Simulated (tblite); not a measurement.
A tight-binding relaxation on `C=C(C)B[SiH2]N(C)CC`.

Computed with GFN2-xTB geometry optimisation, gas phase (tblite 0.8.0). Start geometry: from a force field or distance geometry. A driver script takes a list of jobs; this job's settings line and coordinates (Å) are shown.

Command:
```bash
OMP_NUM_THREADS=1 python probes_run.py task.json out
```

Input:
```
{"job": {"kind": "relax", "xc": "GFN2-xTB", "basis": "xTB"}, "charge": 0, "multiplicity": 1}
C      3.646800     0.421700     0.878100
C      2.444500     0.121700     0.330500
C      1.869700    -1.260800     0.528900
B      1.645600     1.232800    -0.456600
Si    -0.123600     0.893300    -1.181800
N     -1.243600     0.383000     0.142100
C     -1.751900     1.585400     0.816900
C     -2.344300    -0.430600    -0.371600
C     -1.922800    -1.901300    -0.491900
H      4.199400    -0.312200     1.447600
H      4.066200     1.414200     0.766600
H      1.518000    -1.663700    -0.450100
H      0.987700    -1.198300     1.225800
H      2.605100    -1.970500     0.945800
H      2.101500     2.316400    -0.568700
H     -0.631200     2.118200    -1.820800
H     -0.005600    -0.152600    -2.206700
H     -2.363900     1.283400     1.701800
H     -0.913500     2.204700     1.211100
H     -2.374700     2.197200     0.141300
H     -3.220500    -0.403600     0.327400
H     -2.716700    -0.058300    -1.357900
H     -2.790300    -2.505000    -0.797600
H     -1.127100    -2.026300    -1.244400
H     -1.565900    -2.264600     0.493200
```

Output:
```
step      E/eV     max force
  0    -730.30781    1.375
  1    -730.42956    0.926
  2    -730.50330    0.605
  3    -730.52832    0.315
  4    -730.55087    0.337
  5    -730.57318    0.421
  6    -730.59559    0.398
  7    -730.60843    0.299
  8    -730.61749    0.263
  9    -730.62453    0.202
... (263 lines left out)
273    -730.82857    0.023
274    -730.82865    0.024
275    -730.82873    0.025
276    -730.82883    0.024
277    -730.82893    0.021
278    -730.82904    0.031
279    -730.82913    0.016
280    -730.82921    0.013
281    -730.82925    0.013
282    -730.82927    0.010
```

«max force» is the largest atomic force in eV/Å.

Problem. From which step on does the largest force stay under 0.1 eV/Å, and how much energy is left to gain from there?

Solution. From step 187 (0.035 eV/Å), 15.5 meV above the end.

Summary of the converged run: energy lowered by 12.0 kcal/mol over 282 steps; largest atomic force 0.010 eV/Å at the end.

Problem. Where do the atoms end?

Solution. 1.044 Å rms from the input after alignment:
```
atom  x, y, z in Å
C1     3.2670    1.0729    1.1959
C2     2.4778    0.4178    0.3355
C3     2.3431   -1.0767    0.4561
B4     1.6312    1.1930   -0.7068
Si5   -0.0189    0.4626   -1.4730
N6    -1.2859    0.5209   -0.2960
C7    -1.0372    0.5901    1.1209
C8    -2.6098    0.0646   -0.6363
C9    -2.8154   -1.4389   -0.4503
H10    3.7927    0.5751    1.9987
H11    3.3936    2.1419    1.1452
H12    2.6206   -1.5497   -0.4847
H13    1.3085   -1.3451    0.6625
H14    2.9764   -1.4749    1.2472
H15    2.0257    2.2494   -1.0312
H16   -0.6094    1.1759   -2.6270
H17    0.1713   -0.9135   -2.0226
H18   -1.0181   -0.3968    1.6006
H19   -0.0776    1.0724    1.3003
H20   -1.8205    1.1816    1.6068
H21   -3.3420    0.6092   -0.0260
H22   -2.7845    0.3180   -1.6835
H23   -3.8117   -1.7222   -0.7795
H24   -2.0815   -1.9836   -1.0381
H25   -2.7064   -1.7198    0.5945
```

Problem. How long does this job take on one thread, Intel Xeon at 2.60 GHz (x86_64), shared host?

Solution. About 3.7 s.
Labels such as C1 count atoms from 1, the log's own numbers from 0.
